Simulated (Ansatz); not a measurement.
Basis sets compared for B4P4H16, a cluster cut from zinc blende BP (hydrogen-capped). Charge 0, multiplicity 1. Geometry r2SCAN-D4/def2-SVP. Ansatz on 2 threads of AMD EPYC 7R13 on a shared host and a share (18 GiB) of an NVIDIA H100 80GB HBM3; times are rough, and most runs start from earlier orbitals.

Cartesian coordinates in Å:
```
B -0.509 1.135 -1.841
B -1.253 -1.572 0.947
B -0.017 1.597 1.545
B 1.780 -1.160 -0.651
P -0.430 2.243 -0.243
P -1.044 0.021 2.045
P 1.042 -0.022 -2.046
P 0.432 -2.242 0.244
H -0.584 1.861 -2.815
H -1.473 0.405 -1.711
H -1.768 -2.444 1.622
H -1.927 -1.247 -0.012
H -0.254 2.485 2.343
H 1.152 1.261 1.533
H 2.247 -0.419 0.192
H 2.605 -1.902 -1.150
H -1.656 2.955 -0.231
H 0.454 3.333 -0.452
H -2.365 0.396 2.402
H -0.564 -0.336 3.331
H 0.775 -0.790 -3.208
H 2.146 0.728 -2.529
H 0.075 -3.345 -0.574
H 1.137 -2.941 1.257
```

Binding counts from free atoms (B doublet, P quartet, H doublet) in the same basis, without a counterpoise term.

```
           level  functions  energy (Eh)  HOMO (eV)  LUMO (eV)  binding per atom (eV)  wall time
       HF/STO-3G         72   -1454.6312      -8.87      11.09                   3.51      1.5 s
 PBE-D4/def2-SVP        208   -1473.1860      -6.63      -0.59                   3.32      1.9 s
PBE0-D4/def2-SVP        208   -1473.3624      -7.84       0.26                   3.30      2.3 s
```

Q: Estimate the rows for HF/def2-TZVP, PBE-D4/def2-TZVP (with forces), PBE0-D4/def2-TZVP.

A: 
| level | functions | energy (Eh) | HOMO (eV) | LUMO (eV) | binding per atom (eV) | wall time |
| --- | --- | --- | --- | --- | --- | --- |
| HF/def2-TZVP | 368 | -1471.1118 | -10.72 | 2.88 | 2.43 | 2.7 s |
| PBE-D4/def2-TZVP (with forces) | 368 | -1473.7734 | -6.73 | -0.98 | 3.32 | 4.3 s |
| PBE0-D4/def2-TZVP | 368 | -1473.9396 | -7.89 | -0.12 | 3.30 | 3.9 s |
